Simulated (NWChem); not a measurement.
Species: C2H5Al; SMILES [CH](=C)[AlH2]

Program: NWChem. Geometry: optimised at PBE0/def2-SVP. One conformer.

Diagonal of the polarisability tensor at CAM-B3LYP/def2-SVPD, static: 54.58, 68.45, 40.78 bohr³.

Question: Find the mean polarisability volume, the molar refraction, and the refractive index that an ideal gas of it would have at 273.15 K and 1 atm.

Answer: 
1. Mean: one third of the trace = 54.60 bohr³ × 0.14818 Å³/bohr³ = 8.09 Å³.
2. Molar refraction (Lorentz-Lorenz): (4π/3) N_A α = 20.4 cm³/mol.
3. Number density p/kT = 2.687 × 10⁻⁵ Å⁻³; n − 1 = 2π N α = 13.66 × 10⁻⁴.
4. These hold the electronic response alone: vibrational and orientational terms add to the static dielectric constant.
